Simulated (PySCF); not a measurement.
F$_{7}$Re (SMILES [F][Re]([F])([F])([F])([F])([F])[F]), singlet, geometry from GFN2-xTB (such geometries of metal compounds can be far from the true shape) (core potentials on Re); DF-B3LYP/def2-SV(P) (PySCF).

PySCF was given this input:
```python
from pyscf import gto, scf, dft

mol = gto.Mole()
mol.atom = '''
    Re    0.00000000    0.00000000    0.00000000
    F     0.26548101    1.80612236   -0.29229660
    F     0.04380752   -0.28931968   -1.74793913
    F    -0.04380752    0.28931968    1.74793913
    F    -1.65749255    0.80027314   -0.17400229
    F     0.86031045   -1.61084100    0.28818856
    F    -1.28986775   -1.31152636    0.18475728
    F     1.82156884    0.31597187   -0.00664695
'''
mol.basis = 'def2-sv(p)'
mol.ecp = {'Re': 'def2-sv(p)'}
mol.verbose = 4
mol.symmetry = True
mol.build()

mf = dft.RKS(mol)
mf.xc = 'b3lyp'
mf.irrep_nelec = {'A1': 32, 'A2': 6, 'B1': 24, 'B2': 16}
mf = mf.density_fit(auxbasis='def2-universal-jkfit')
mf.kernel()
mf.analyze()
```

What the program printed (banner, timings and long lists left out):

```
PySCF version 2.14.0

[INPUT] verbose = 4
[INPUT] num. atoms = 8
[INPUT] num. electrons = 78
[INPUT] charge = 0
[INPUT] spin (= nelec alpha-beta = 2S) = 0
[INPUT] symmetry True subgroup None
[INPUT] Mole.unit = angstrom
[INPUT] Symbol           X                Y                Z      unit          X                Y                Z       unit  Magmom
[...]
nuclear repulsion = 612.838844825321
point group symmetry = D5h, use subgroup C2v
symmetry origin: [5.14886040e-17 1.23243011e-09 7.03945758e-18]
symmetry axis x: [ 0.98932739 -0.1377189   0.0475902 ]
symmetry axis y: [-0.02471841  0.16324872  0.98627524]
symmetry axis z: [-0.14359778 -0.97692546  0.15810223]
num. orbitals of irrep A1 = 50
num. orbitals of irrep A2 = 15
num. orbitals of irrep B1 = 32
num. orbitals of irrep B2 = 26
number of shells = 53
number of NR pGTOs = 218
number of NR cGTOs = 123
basis = def2-sv(p)
ecp = {'Re': 'def2-sv(p)'}

******** <class 'pyscf.df.df_jk.DFSymAdaptedRKS'> ********
method = DFSymAdaptedRKS
initial guess = minao
damping factor = 0
level_shift factor = 0
DIIS = <class 'pyscf.scf.diis.CDIIS'>
diis_start_cycle = 1
diis_space = 8
diis_damp = 0
SCF conv_tol = 1e-09
SCF conv_tol_grad = None
SCF max_cycles = 50
direct_scf = False
XC library pyscf.dft.libxc version 7.1.2
    S. Lehtola, C. Steigemann, M. J. T. Oliveira, and M. A. L. Marques,  SoftwareX 7, 1–5 (2018)
XC functionals = b3lyp
    P. J. Stephens, F. J. Devlin, C. F. Chabalowski, and M. J. Frisch,  J. Phys. Chem. 98, 11623 (1994)
radial grids:
    Treutler-Ahlrichs [JCP 102, 346 (1995); DOI:10.1063/1.469408] (M4) radial grids

becke partition: Becke, JCP 88, 2547 (1988); DOI:10.1063/1.454033
pruning grids: <function nwchem_prune>
grids dens level: 3
symmetrized grids: True
atomic radii adjust function: <function treutler_atomic_radii_adjust>
small_rho_cutoff = 0
Freeze 78 electrons in irreps ['A1', 'A2', 'B1', 'B2']
    0 free electrons in irreps
Set gradient conv threshold to 3.16228e-05
Initial guess from minao.
tot grids = 124144
******** <class 'pyscf.df.df.DF'> ********
auxbasis = def2-universal-jkfit
init E= -764.591841516541
HOMO (B1) = -0.277008622084062  LUMO (A1) = -0.716270358939184  gap/eV = -11.95292

WARN: A1 LUMO -0.716270358939184 < system HOMO -0.277008622084062

WARN: A2 LUMO -0.391386925279414 < system HOMO -0.277008622084062

WARN: B1 HOMO -0.277008622084062 > system LUMO -0.716270358939184

WARN: B2 LUMO -0.391387297348494 < system HOMO -0.277008622084062

cycle= 1 E= -775.790121123767  delta_E= -11.2  |g|= 1.29  |ddm|= 8.24
HOMO (B1) = -0.191371035278982  LUMO (A1) = -0.346729826001589  gap/eV = -4.22753

WARN: A1 LUMO -0.346729826001589 < system HOMO -0.191371035278982

WARN: A2 LUMO -0.25110011800454 < system HOMO -0.191371035278982

WARN: B1 HOMO -0.191371035278982 > system LUMO -0.346729826001589

WARN: B2 HOMO -0.343982251409361 > system LUMO -0.346729826001589

WARN: B2 LUMO -0.236341849149078 < system HOMO -0.191371035278982

cycle= 2 E= -774.392606947798  delta_E=  1.4  |g|= 3.03  |ddm|= 2.77
HOMO (B1) = -0.0845820830672701  LUMO (A1) = -0.364821787447731  gap/eV = -7.62571

WARN: A1 LUMO -0.364821787447731 < system HOMO -0.0845820830672701

WARN: A2 LUMO -0.155289759584621 < system HOMO -0.0845820830672701

WARN: B1 HOMO -0.0845820830672701 > system LUMO -0.364821787447731

WARN: B2 LUMO -0.151699825733181 < system HOMO -0.0845820830672701

cycle= 3 E= -776.015449186986  delta_E= -1.62  |g|= 0.57  |ddm|= 2.24
HOMO (B1) = -0.109289566939759  LUMO (A1) = -0.402579379077327  gap/eV = -7.98082

WARN: A1 LUMO -0.402579379077327 < system HOMO -0.109289566939759

WARN: A2 LUMO -0.173516013349808 < system HOMO -0.109289566939759

WARN: B1 HOMO -0.109289566939759 > system LUMO -0.402579379077327

WARN: B2 LUMO -0.165482888873034 < system HOMO -0.109289566939759

cycle= 4 E= -775.997369339678  delta_E= 0.0181  |g|= 0.618  |ddm|= 0.787
HOMO (B1) = -0.133078421310764  LUMO (A1) = -0.418092029988721  gap/eV = -7.75562

WARN: A1 LUMO -0.418092029988721 < system HOMO -0.133078421310764

WARN: A2 LUMO -0.187245135060143 < system HOMO -0.133078421310764

WARN: B1 HOMO -0.133078421310764 > system LUMO -0.418092029988721

WARN: B2 LUMO -0.181373602150456 < system HOMO -0.133078421310764

cycle= 5 E= -776.072286684934  delta_E= -0.0749  |g|= 0.203  |ddm|= 0.581
HOMO (B1) = -0.135124718605059  LUMO (A1) = -0.411185569347257  gap/eV = -7.51200

WARN: A1 LUMO -0.411185569347257 < system HOMO -0.135124718605059

WARN: A2 LUMO -0.191593972878793 < system HOMO -0.135124718605059

WARN: B1 HOMO -0.135124718605059 > system LUMO -0.411185569347257

WARN: B2 LUMO -0.187910967326686 < system HOMO -0.135124718605059

cycle= 6 E= -776.078796838629  delta_E= -0.00651  |g|= 0.0994  |ddm|= 0.22
HOMO (B1) = -0.130863753233732  LUMO (A1) = -0.410366043166665  gap/eV = -7.60564

WARN: A1 LUMO -0.410366043166665 < system HOMO -0.130863753233732

WARN: A2 LUMO -0.187874239054174 < system HOMO -0.130863753233732

WARN: B1 HOMO -0.130863753233732 > system LUMO -0.410366043166665

WARN: B2 LUMO -0.182615062302214 < system HOMO -0.130863753233732

cycle= 7 E= -776.080572621967  delta_E= -0.00178  |g|= 0.0379  |ddm|= 0.102
HOMO (B1) = -0.128481921548574  LUMO (A1) = -0.409686585275804  gap/eV = -7.65197

WARN: A1 LUMO -0.409686585275804 < system HOMO -0.128481921548574

WARN: A2 LUMO -0.184462762618062 < system HOMO -0.128481921548574

WARN: B1 HOMO -0.128481921548574 > system LUMO -0.409686585275804

WARN: B2 LUMO -0.17975627768783 < system HOMO -0.128481921548574

cycle= 8 E= -776.08084233649  delta_E= -0.00027  |g|= 0.00522  |ddm|= 0.0313
HOMO (B1) = -0.128714023275143  LUMO (A1) = -0.409515343134213  gap/eV = -7.64099

WARN: A1 LUMO -0.409515343134213 < system HOMO -0.128714023275143

WARN: A2 LUMO -0.184833364160834 < system HOMO -0.128714023275143

WARN: B1 HOMO -0.128714023275143 > system LUMO -0.409515343134213

WARN: B2 LUMO -0.180088838944812 < system HOMO -0.128714023275143

cycle= 9 E= -776.080847910406  delta_E= -5.57e-06  |g|= 0.000872  |ddm|= 0.00418
HOMO (B1) = -0.128746477518034  LUMO (A1) = -0.409505903790102  gap/eV = -7.63985

WARN: A1 LUMO -0.409505903790102 < system HOMO -0.128746477518034

WARN: A2 LUMO -0.184861432072221 < system HOMO -0.128746477518034

WARN: B1 HOMO -0.128746477518034 > system LUMO -0.409505903790102

WARN: B2 LUMO -0.180124438752349 < system HOMO -0.128746477518034

cycle= 10 E= -776.080848040992  delta_E= -1.31e-07  |g|= 0.000496  |ddm|= 0.000853
HOMO (B1) = -0.128753261743954  LUMO (A1) = -0.409515398488367  gap/eV = -7.63993

WARN: A1 LUMO -0.409515398488367 < system HOMO -0.128753261743954

WARN: A2 LUMO -0.184861405284117 < system HOMO -0.128753261743954

WARN: B1 HOMO -0.128753261743954 > system LUMO -0.409515398488367

WARN: B2 LUMO -0.180124468468625 < system HOMO -0.128753261743954

cycle= 11 E= -776.080848101472  delta_E= -6.05e-08  |g|= 7.23e-05  |ddm|= 0.000477
HOMO (B1) = -0.1287531514036  LUMO (A1) = -0.409517494491965  gap/eV = -7.63999

WARN: A1 LUMO -0.409517494491965 < system HOMO -0.1287531514036

WARN: A2 LUMO -0.184860633384319 < system HOMO -0.1287531514036

WARN: B1 HOMO -0.1287531514036 > system LUMO -0.409517494491965

WARN: B2 LUMO -0.180123536972769 < system HOMO -0.1287531514036

cycle= 12 E= -776.080848103515  delta_E= -2.04e-09  |g|= 1.88e-05  |ddm|= 0.000153
HOMO (B1) = -0.128752345540343  LUMO (A1) = -0.409516507853013  gap/eV = -7.63998

WARN: A1 LUMO -0.409516507853013 < system HOMO -0.128752345540343

WARN: A2 LUMO -0.18486032638332 < system HOMO -0.128752345540343

WARN: B1 HOMO -0.128752345540343 > system LUMO -0.409516507853013

WARN: B2 LUMO -0.180122863500157 < system HOMO -0.128752345540343

cycle= 13 E= -776.080848103703  delta_E= -1.88e-10  |g|= 6.75e-06  |ddm|= 4.73e-05
HOMO (B1) = -0.128752747406524  LUMO (A1) = -0.409517624747199  gap/eV = -7.64000

WARN: A1 LUMO -0.409517624747199 < system HOMO -0.128752747406524

WARN: A2 LUMO -0.184860518468251 < system HOMO -0.128752747406524

WARN: B1 HOMO -0.128752747406524 > system LUMO -0.409517624747199

WARN: B2 LUMO -0.180122723181577 < system HOMO -0.128752747406524

Extra cycle  E= -776.080848103657  delta_E= 4.62e-11  |g|= 1.9e-05  |ddm|= 2.7e-05
converged SCF energy = -776.080848103657
**** SCF Summaries ****
Total Energy =                        -776.080848103656990
Nuclear Repulsion Energy =             612.838844825321303
One-electron Energy =                -2327.044022988415691
Two-electron Energy =                  938.124330059437398
Two-electron Coulomb Energy =         1019.919993892964726
DFT Exchange-Correlation Energy =      -81.795663833527385
HOMO-LUMO gap [eV] =                    -7.640001458175052
Wave-function symmetry = A1
occupancy for each irrep:     A1   A2   B1   B2
                              16    3   12    8
**** MO energy ****
[...]
Dipole moment(X, Y, Z, Debye):  0.00355,  0.02416, -0.00391
```
